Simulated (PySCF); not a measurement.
**Atomic charges against the basis set**

Species: C5H8Si.
Numbering: `[CH:1]#[C:2]/[CH:3]=[CH:4]/[SiH2:5][CH3:6]` (hydrogens: H7 on C1; H8 on C3; H9 on C4; H10, H11 on Si5; H12, H13, H14 on C6)

PBE0 throughout (PySCF), one geometry, spherical d and f functions. Isolated species at its PBE0-D3(BJ)/def2-SVP geometry (one conformer only). The first 7 of 11 kinds of atom are listed.

Mulliken charges (e):

| basis | functions | C1 | C2 | C3 | C4 | Si5 | C6 | H7 |
| --- | --- | --- | --- | --- | --- | --- | --- | --- |
| STO-3G | 42 | -0.136 | -0.043 | -0.099 | -0.236 | +0.631 | -0.397 | +0.120 |
| 6-31G | 74 | -0.448 | +0.023 | -0.087 | -0.422 | +0.711 | -0.814 | +0.286 |
| pcSseg-0 | 74 | -0.295 | -0.118 | -0.127 | -0.707 | +0.946 | -1.173 | +0.282 |
| 6-31G* | 104 | -0.492 | +0.257 | -0.246 | -0.322 | +0.493 | -0.766 | +0.244 |
| cc-pVDZ | 128 | -0.412 | +0.435 | -0.128 | -0.128 | +0.330 | -0.270 | +0.012 |
| def2-SVP | 128 | -0.366 | +0.284 | -0.066 | -0.227 | +0.471 | -0.360 | +0.052 |
| aug-cc-pVDZ | 214 | +0.719 | -0.157 | +0.985 | +0.116 | +0.143 | +0.407 | -0.597 |
| 6-311+G(2d,p) | 218 | -0.286 | +0.219 | -0.334 | -0.267 | +0.659 | -0.759 | +0.162 |
| def2-TZVP | 240 | -0.109 | +0.011 | -0.281 | -0.186 | +0.251 | -0.498 | +0.182 |
| cc-pVTZ | 296 | -0.251 | +0.068 | -0.104 | -0.223 | +0.273 | -0.389 | +0.149 |
| IGLO-III | 299 | -0.149 | -0.091 | -0.030 | -0.344 | +0.811 | -0.622 | +0.153 |

IAO charges (e):

```json
{"basis": "STO-3G", "functions": "42", "C1": "-0.159", "C2": "-0.042", "C3": "-0.156", "C4": "-0.362", "Si5": "+0.768", "C6": "-0.647", "H7": "+0.161"}
{"basis": "6-31G", "functions": "74", "C1": "-0.222", "C2": "-0.026", "C3": "-0.138", "C4": "-0.382", "Si5": "+0.638", "C6": "-0.704", "H7": "+0.204"}
{"basis": "pcSseg-0", "functions": "74", "C1": "-0.208", "C2": "-0.028", "C3": "-0.136", "C4": "-0.388", "Si5": "+0.645", "C6": "-0.708", "H7": "+0.195"}
{"basis": "6-31G*", "functions": "104", "C1": "-0.215", "C2": "-0.028", "C3": "-0.131", "C4": "-0.406", "Si5": "+0.755", "C6": "-0.709", "H7": "+0.199"}
{"basis": "cc-pVDZ", "functions": "128", "C1": "-0.225", "C2": "-0.025", "C3": "-0.134", "C4": "-0.403", "Si5": "+0.751", "C6": "-0.706", "H7": "+0.203"}
{"basis": "def2-SVP", "functions": "128", "C1": "-0.217", "C2": "-0.024", "C3": "-0.131", "C4": "-0.402", "Si5": "+0.767", "C6": "-0.700", "H7": "+0.196"}
{"basis": "aug-cc-pVDZ", "functions": "214", "C1": "-0.236", "C2": "-0.024", "C3": "-0.138", "C4": "-0.406", "Si5": "+0.755", "C6": "-0.719", "H7": "+0.208"}
{"basis": "6-311+G(2d,p)", "functions": "218", "C1": "-0.235", "C2": "-0.023", "C3": "-0.137", "C4": "-0.415", "Si5": "+0.786", "C6": "-0.731", "H7": "+0.208"}
{"basis": "def2-TZVP", "functions": "240", "C1": "-0.234", "C2": "-0.024", "C3": "-0.135", "C4": "-0.418", "Si5": "+0.795", "C6": "-0.734", "H7": "+0.208"}
{"basis": "cc-pVTZ", "functions": "296", "C1": "-0.234", "C2": "-0.024", "C3": "-0.135", "C4": "-0.415", "Si5": "+0.781", "C6": "-0.731", "H7": "+0.208"}
{"basis": "IGLO-III", "functions": "299", "C1": "-0.236", "C2": "-0.024", "C3": "-0.137", "C4": "-0.418", "Si5": "+0.794", "C6": "-0.734", "H7": "+0.208"}
```

Hirshfeld charges (e):

```json
{"basis": "STO-3G", "functions": "42", "C1": "-0.096", "C2": "-0.059", "C3": "-0.013", "C4": "-0.099", "Si5": "+0.387", "C6": "-0.123", "H7": "+0.078"}
{"basis": "6-31G", "functions": "74", "C1": "-0.113", "C2": "-0.048", "C3": "-0.016", "C4": "-0.126", "Si5": "+0.309", "C6": "-0.192", "H7": "+0.100"}
{"basis": "pcSseg-0", "functions": "74", "C1": "-0.104", "C2": "-0.048", "C3": "-0.020", "C4": "-0.123", "Si5": "+0.343", "C6": "-0.194", "H7": "+0.097"}
{"basis": "6-31G*", "functions": "104", "C1": "-0.112", "C2": "-0.049", "C3": "-0.015", "C4": "-0.123", "Si5": "+0.302", "C6": "-0.192", "H7": "+0.102"}
{"basis": "cc-pVDZ", "functions": "128", "C1": "-0.109", "C2": "-0.046", "C3": "-0.021", "C4": "-0.123", "Si5": "+0.331", "C6": "-0.201", "H7": "+0.097"}
{"basis": "def2-SVP", "functions": "128", "C1": "-0.107", "C2": "-0.043", "C3": "-0.024", "C4": "-0.124", "Si5": "+0.339", "C6": "-0.204", "H7": "+0.096"}
{"basis": "aug-cc-pVDZ", "functions": "214", "C1": "-0.106", "C2": "-0.046", "C3": "-0.033", "C4": "-0.132", "Si5": "+0.343", "C6": "-0.217", "H7": "+0.096"}
{"basis": "6-311+G(2d,p)", "functions": "218", "C1": "-0.106", "C2": "-0.050", "C3": "-0.033", "C4": "-0.131", "Si5": "+0.341", "C6": "-0.208", "H7": "+0.097"}
{"basis": "def2-TZVP", "functions": "240", "C1": "-0.107", "C2": "-0.047", "C3": "-0.029", "C4": "-0.129", "Si5": "+0.335", "C6": "-0.211", "H7": "+0.097"}
{"basis": "cc-pVTZ", "functions": "296", "C1": "-0.108", "C2": "-0.045", "C3": "-0.028", "C4": "-0.128", "Si5": "+0.334", "C6": "-0.211", "H7": "+0.097"}
{"basis": "IGLO-III", "functions": "299", "C1": "-0.107", "C2": "-0.047", "C3": "-0.033", "C4": "-0.128", "Si5": "+0.336", "C6": "-0.213", "H7": "+0.096"}
```

Problem. Which scheme is steadiest as the basis changes?

Solution. Largest range over the bases for any column: Hirshfeld 0.09 e, IAO 0.16 e, Mulliken 1.58 e. Hirshfeld charges move least and Mulliken charges most, counted in e. Without the minimal STO-3G basis the ranges are Hirshfeld 0.04, IAO 0.16, Mulliken 1.58 e.

Problem. How much do the charges still move between the two largest bases, cc-pVTZ and IGLO-III?

Solution. At most, over all atoms: Mulliken 0.538 e, IAO 0.013 e, Hirshfeld 0.005 e.

Problem. What do the same runs give for the total energy, the frontier levels and the dipole moment?

Solution. 
| basis | energy (Eh) | HOMO (eV) | LUMO (eV) | μ (D) |
| --- | --- | --- | --- | --- |
| STO-3G | -478.6947 | -4.97 | 2.13 | 0.80 |
| 6-31G | -484.2914 | -6.91 | -0.88 | 0.76 |
| pcSseg-0 | -483.6200 | -7.26 | -1.20 | 0.52 |
| 6-31G* | -484.3609 | -6.88 | -0.97 | 0.80 |
| cc-pVDZ | -484.3923 | -7.02 | -1.14 | 0.80 |
| def2-SVP | -484.1547 | -7.11 | -1.23 | 0.76 |
| aug-cc-pVDZ | -484.4025 | -7.15 | -1.36 | 0.79 |
| 6-311+G(2d,p) | -484.4496 | -7.17 | -1.39 | 0.79 |
| def2-TZVP | -484.4665 | -7.16 | -1.36 | 0.78 |
| cc-pVTZ | -484.4646 | -7.14 | -1.31 | 0.78 |
| IGLO-III | -484.4718 | -7.17 | -1.39 | 0.79 |

The dipole is fixed by the density alone, so its range of 0.28 D shows that the density itself changes with the basis, not only its division among atoms.
